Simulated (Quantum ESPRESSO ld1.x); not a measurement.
Results of a calculation; reference values are marked as such.
The indium ion In0.25+, configuration [Kr] 4d10 5s(up 1, down 0.75) 5p1 (fractional occupations, a model configuration). Level of theory: scalar-relativistic Kohn-Sham, LDA (Slater exchange, Perdew-Wang correlation), spin-polarised, spherical densities, point nucleus; open shells are filled with parallel spins first (ld1.x of Quantum ESPRESSO 7.5).

Unscreened Slater integrals over Kohn-Sham orbitals (cm^-1). They are taken over the spin-up orbitals.

integral,value
"F0(5p,5p)",57938
"F2(5p,5p)",30243
"F0(5p,5s)",65466
"G1(5p,5s)",40414
"F0(5p,4d)",74433
"F2(5p,4d)",17661
"G1(5p,4d)",6602.1
"G3(5p,4d)",5429.6
"F0(5p,4p)",75742
"F2(5p,4p)",13071
"G0(5p,4p)",2297.5
"G2(5p,4p)",2867.9
"F0(5s,5s)",77601
"F0(5s,4d)",95921
"G2(5s,4d)",13862
"F0(5s,4p)",98689
"G1(5s,4p)",5726.5
"F0(4d,4d)",168310
"F2(4d,4d)",83254
"F4(4d,4d)",54369
"F0(4d,4p)",187520
"F2(4d,4p)",92495
"G1(4d,4p)",116870
"G3(4d,4p)",71460
"F0(4p,4p)",214260
"F2(4p,4p)",111990

Derived for the open shells (J is the average intra-shell exchange parameter used in DFT+U). 5p: J = F2/5 = 6049 cm^-1.
